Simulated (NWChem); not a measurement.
Species: GeHSF$_{3}$; SMILES [F][Ge]([F])([F])[SH]

```xyz
6

F      0.6534     0.9492    -1.4334
Ge     0.0032     0.2691    -0.0010
F      0.9783     0.9067     1.2561
F     -1.5681     0.9183     0.1859
S     -0.0874    -1.9007    -0.0054
H      1.2627    -1.9929    -0.0229
```
Atoms are numbered in this order, from 1.

All runs: NWChem. Pople sets run with spherical d functions. Coordinates come from a PBE0/def2-SVP optimisation. Vzz is the largest principal value of the second derivative of the potential at the nucleus (NWChem prints the opposite sign); η is the asymmetry. Non-relativistic.

For level CAM-B3LYP/6-31G*:

```
Property        Result
--------------  ------
Vzz Ge2 (a.u.)  -0.631
Vzz S5 (a.u.)   -2.457
η S5              0.46
```

**Question.** What are these values for level Hartree-Fock/def2-TZVP?

**Answer.** 
- Vzz Ge2 (a.u.): -0.831
- Vzz S5 (a.u.): -2.549
- η S5: 0.57
